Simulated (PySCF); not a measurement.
Isomers of C5H7OP, mass 114.023 u with the commonest isotopes. Method: wB97X-D/def2-SVPD in PySCF (dipole) on a GFN2-xTB geometry, gas phase. One conformer each, none proved a minimum here; rigid rotors.

Task: Order these by dipole moment, largest first.
A. `[CH3:1][CH2:2][c:3]1[cH:4][o:5][cH:6][p:7]1` with C1–C2–C3–C4 112°
B. `Cc1coc(C)p1`
C. `[CH:1]#[C:2][P@@:3]([CH3:4])(=[O:5])[CH:6]=[CH2:7]` with C2–P3–C6–C7 -130°

Result: C (4.07 D), A (1.31 D), B (1.01 D).

Task: Order these by radius of gyration √(Σ m r²/M), smallest first.
A. `[O:1]=[P:2]1([CH:3]2[CH2:4][CH2:5]2)[CH:6]=[CH:7]1` with O1–P2–C3–C4 -33°
B. `[CH:1]#[C:2][P@@:3]([CH3:4])(=[O:5])[CH:6]=[CH2:7]` with C2–P3–C6–C7 -130°
C. `Cc1pc(oc1)C`

Result: A (1.798 Å), C (1.834 Å), B (1.861 Å).

Task: Order these by rotational constant A, smallest first.
A. `[CH3:1][CH2:2][c:3]1[cH:4][o:5][cH:6][p:7]1` with C1–C2–C3–C4 112°
B. `[CH:1]#[C:2][P@@:3]([CH3:4])(=[O:5])[CH:6]=[CH2:7]` with C2–P3–C6–C7 -130°
C. `CC1=COC(C)=P1`
D. `[O:1]=[P:2]1([CH:3]2[CH2:4][CH2:5]2)[CH:6]=[CH:7]1` with O1–P2–C3–C4 -33°

Result: B (2902 MHz), A (4322 MHz), D (4690 MHz), C (4875 MHz).

```tsv
SMILES	point group	Ia (u·Å²)	Ib (u·Å²)	Ic (u·Å²)	κ	μa (D)	μb (D)	μc (D)
C#C[P@@](C)(=O)C=C	C1	174.12	284.61	331.33	-0.64	0.62	1.17	3.85
CCc1cocp1	C1	116.94	289.71	373.18	-0.74	0.67	1.13	0.02
Cc1coc(C)p1	–	103.67	283.04	380.45	-0.74	0.11	1.00	0.03
O=P1(C2CC2)C=C1	Cs	107.76	295.77	333.94	-0.88	0.22	4.08	0.01
```
